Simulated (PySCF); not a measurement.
PySCF input (BP86/def2-SVP):

```python
from pyscf import gto, dft

mol = gto.M(
    atom='''
    O    -0.00000000   -0.00000000   -1.26121000
    B     0.00000000    0.00000000    0.00000000
    O     0.00000000    0.00000000    1.26121000
    ''',
    basis='def2-svp',
    charge=0,
    spin=1,
    symmetry='D2h',
    verbose=4,
)

mf = dft.UKS(mol, xc='bp86')
mf.grids.level = 3
mf.conv_tol = 1e-9
mf.max_cycle = 100
mf.max_memory = 1500
mf.kernel()
if not mf.converged:
    mf = mf.newton()
    mf.kernel(mf.make_rdm1())
mf.dip_moment()
```

Output:

```
PySCF version 2.14.0

[INPUT] verbose = 4
[INPUT] num. atoms = 3
[INPUT] num. electrons = 21
[INPUT] charge = 0
[INPUT] spin (= nelec alpha-beta = 2S) = 1
[INPUT] symmetry D2h subgroup None
[INPUT] Mole.unit = angstrom
[INPUT] Symbol           X                Y                Z      unit          X                Y                Z       unit  Magmom
[INPUT]  1 O      0.000000000000   0.000000000000  -1.261210000000 AA    0.000000000000   0.000000000000  -2.383341485563 Bohr   0.0
[INPUT]  2 B      0.000000000000   0.000000000000   0.000000000000 AA    0.000000000000   0.000000000000   0.000000000000 Bohr   0.0
[INPUT]  3 O      0.000000000000   0.000000000000   1.261210000000 AA    0.000000000000   0.000000000000   2.383341485563 Bohr   0.0

nuclear repulsion = 46.992846253233
point group symmetry = Dooh, use subgroup D2h
symmetry origin: [0. 0. 0.]
symmetry axis x: [1. 0. 0.]
symmetry axis y: [0. 1. 0.]
symmetry axis z: [0. 0. 1.]
num. orbitals of irrep Ag = 12
num. orbitals of irrep B1g = 2
num. orbitals of irrep B2g = 4
num. orbitals of irrep B3g = 4
num. orbitals of irrep Au = 1
num. orbitals of irrep B1u = 9
num. orbitals of irrep B2u = 5
num. orbitals of irrep B3u = 5
number of shells = 18
number of NR pGTOs = 72
number of NR cGTOs = 42
basis = def2-svp
ecp = {}

******** <class 'pyscf.dft.uks_symm.SymAdaptedUKS'> ********
method = SymAdaptedUKS
initial guess = minao
damping factor = 0
level_shift factor = 0
DIIS = <class 'pyscf.scf.diis.CDIIS'>
diis_start_cycle = 1
diis_space = 8
diis_damp = 0
SCF conv_tol = 1e-09
SCF conv_tol_grad = None
SCF max_cycles = 100
direct_scf = True
direct_scf_tol = 1e-13
number electrons alpha = 11  beta = 10
XC library pyscf.dft.libxc version 7.1.2
    S. Lehtola, C. Steigemann, M. J. T. Oliveira, and M. A. L. Marques,  SoftwareX 7, 1–5 (2018)
XC functionals = bp86
    A. D. Becke,  Phys. Rev. A 38, 3098 (1988)
    J. P. Perdew,  Phys. Rev. B 33, 8822 (1986)
    J. P. Perdew,  Phys. Rev. B 34, 7406–7406 (1986)
radial grids:
    Treutler-Ahlrichs [JCP 102, 346 (1995); DOI:10.1063/1.469408] (M4) radial grids

becke partition: Becke, JCP 88, 2547 (1988); DOI:10.1063/1.454033
pruning grids: <function nwchem_prune>
grids dens level: 3
symmetrized grids: D2h
atomic radii adjust function: <function treutler_atomic_radii_adjust>
small_rho_cutoff = 0
Freeze 0 electrons in irreps []
    21 free electrons in irreps Ag B1g B2g B3g Au B1u B2u B3u
Set gradient conv threshold to 3.16228e-05
tot grids = 42216
init E= -175.393790330313
alpha HOMO (B2g) = -0.413397101468249  LUMO (Ag) = -0.0374699380241936
beta  HOMO (B2g) = -0.413397101468249  LUMO (B3g) = -0.41339710146825

WARN: HOMO -0.413397101468249 >= LUMO -0.41339710146825

WARN: alpha-B2g HOMO -0.413397101468249 > system LUMO -0.41339710146825

WARN: alpha-B3g HOMO -0.41339710146825 > system LUMO -0.41339710146825

WARN: beta-B2g HOMO -0.413397101468249 > system LUMO -0.41339710146825

cycle= 1 E= -175.070643824814  delta_E= 0.323  |g|= 0.498  |ddm|= 1.72
alpha HOMO (B2g) = -0.197805058049907  LUMO (Ag) = 0.0116469401271808
beta  HOMO (B2g) = -0.187171212748891  LUMO (B3g) = -0.182502535985516
  HOMO = -0.187171212749  LUMO = -0.182502535986  gap/eV = 0.12704
cycle= 2 E= -174.74773675624  delta_E= 0.323  |g|= 1.03  |ddm|= 0.959
alpha HOMO (B2g) = -0.308175880467895  LUMO (Ag) = 0.000653106107903145
beta  HOMO (B2g) = -0.296500520461879  LUMO (B3g) = -0.287780100666195
  HOMO = -0.296500520462  LUMO = -0.287780100666  gap/eV = 0.23729
cycle= 3 E= -175.169136773258  delta_E= -0.421  |g|= 0.0402  |ddm|=  0.7
alpha HOMO (B2g) = -0.318281680568548  LUMO (Ag) = -0.00921291732611751
beta  HOMO (B2g) = -0.305903295547033  LUMO (B3g) = -0.295515009702513
  HOMO = -0.305903295547  LUMO = -0.295515009703  gap/eV = 0.28268
cycle= 4 E= -175.170077798652  delta_E= -0.000941  |g|= 0.0123  |ddm|= 0.0738
alpha HOMO (B2g) = -0.316527774237819  LUMO (Ag) = -0.00701086321022304
beta  HOMO (B2g) = -0.303546990236202  LUMO (B3g) = -0.292324296557052
  HOMO = -0.303546990236  LUMO = -0.292324296557  gap/eV = 0.30539
cycle= 5 E= -175.170159730915  delta_E= -8.19e-05  |g|= 0.00232  |ddm|= 0.016
alpha HOMO (B2g) = -0.316866733201789  LUMO (Ag) = -0.0067758372348834
beta  HOMO (B2g) = -0.303494836608377  LUMO (B3g) = -0.292030394751566
  HOMO = -0.303494836608  LUMO = -0.292030394752  gap/eV = 0.31196
cycle= 6 E= -175.17016435936  delta_E= -4.63e-06  |g|= 0.000418  |ddm|= 0.00347
alpha HOMO (B2g) = -0.316964284575052  LUMO (Ag) = -0.00675761420726939
beta  HOMO (B2g) = -0.30348444257293  LUMO (B3g) = -0.291996787577442
  HOMO = -0.303484442573  LUMO = -0.291996787577  gap/eV = 0.31260
cycle= 7 E= -175.170164543712  delta_E= -1.84e-07  |g|= 0.000118  |ddm|= 0.000788
alpha HOMO (B2g) = -0.316955686869486  LUMO (Ag) = -0.00674546011849309
beta  HOMO (B2g) = -0.303456230588679  LUMO (B3g) = -0.291974663555952
  HOMO = -0.303456230589  LUMO = -0.291974663556  gap/eV = 0.31243
cycle= 8 E= -175.170164551248  delta_E= -7.54e-09  |g|= 9.89e-06  |ddm|= 0.00013
alpha HOMO (B2g) = -0.316957817929187  LUMO (Ag) = -0.00674563725192723
beta  HOMO (B2g) = -0.303456122578622  LUMO (B3g) = -0.291976359986811
  HOMO = -0.303456122579  LUMO = -0.291976359987  gap/eV = 0.31238
cycle= 9 E= -175.170164551306  delta_E= -5.84e-11  |g|= 7.3e-07  |ddm|= 1.1e-05
alpha HOMO (B2g) = -0.316958054764373  LUMO (Ag) = -0.00674558694145411
beta  HOMO (B2g) = -0.303456217674005  LUMO (B3g) = -0.291976517304575
  HOMO = -0.303456217674  LUMO = -0.291976517305  gap/eV = 0.31238
Extra cycle  E= -175.170164551306  delta_E= 3.98e-13  |g|= 1.29e-06  |ddm|= 1.59e-06
converged SCF energy = -175.170164551306  <S^2> = 0.75927984  2S+1 = 2.0092584
Dipole moment(X, Y, Z, Debye):  0.00000,  0.00000,  0.00000
```

The geometry given is a B3LYP-D3(BJ)/def2-TZVP minimum.
